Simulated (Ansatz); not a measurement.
`[Cl][Ga]([Br])[Br]` + `[OH][Cd][Br]` → `[OH][Ga]([Cl])[Br]` + `[Br][Cd][Br]`  (redistribution)

Gas-phase electronic energies from Ansatz, PBE0-D4/def2-TZVP geometries. CCSD(T)/CBS is the MP2 limit (def2-TZVPP, def2-QZVPP) plus CCSD(T) − MP2 in def2-TZVPP, frozen cores. DFT in def2-TZVPP. B3LYP here is the variant with VWN-RPA as its local correlation; programs differ in this. def2 core potentials past Kr. For Br, Cd, Ga outer-core shells are correlated without core-valence functions, which leaves a few kJ/mol of doubt a bond. Scalar relativity is left out up to krypton. One conformer a species, not always the lowest.

`[Cl][Ga]([Br])[Br]`:

```xyz
4

Cl   -1.854   -1.013    0.378
Ga   -0.025   -0.013    0.005
Br    1.830   -1.216   -0.455
Br    0.048    2.242    0.072
```

`[OH][Cd][Br]`:

```xyz
4

O     0.596    0.544    1.262
Cd   -0.050   -0.364   -0.355
Br   -0.746   -1.590   -2.292
H     0.200    1.410    1.385
```

`[OH][Ga]([Cl])[Br]`:

Cartesian coordinates in Å:
```
O 0.813 -1.054 0.524
Ga 0.006 0.382 -0.114
Cl 1.151 2.140 -0.354
Br -2.194 0.342 -0.658
H 0.225 -1.810 0.602
```

`[Br][Cd][Br]`:

Cartesian coordinates in Å:
```
Br -2.171 1.021 -0.113
Cd 0.001 0.002 0.001
Br 2.170 -1.023 0.112
```

(1) Is it downhill or uphill in electronic energy at CCSD(T)/CBS, and by how much? (Best estimate.)

(2) What do these levels give: B3LYP-D4, r2SCAN0-D4, CAM-B3LYP-D4, B2PLYP, PBE, r2SCANh? (Estimate.)

Largest T1 diagnostic among the species: 0.014.

## Answers

(1) The calculation gave: Downhill: ΔE = -18.1 kcal/mol.

(2) Computed: B3LYP-D4 -16.9, r2SCAN0-D4 -18.8, CAM-B3LYP-D4 -17.9, B2PLYP -17.5, PBE -15.6, r2SCANh -17.9 kcal/mol.

At CCSD(T), def2-SVP lies −2.5 kcal/mol from the extrapolated value and def2-TZVPP +0.6 kcal/mol. From BLYP to BHLYP (50 % exact exchange), in def2-TZVPP and without D4, ΔE moves by −4.2 kcal/mol. Leaving LDA and LC-ωPBE aside and taking each functional with its dispersion term where it has one, the values, not all of them listed here, spread over 4.2 kcal/mol, from BHLYP-D4 to BLYP-D4.
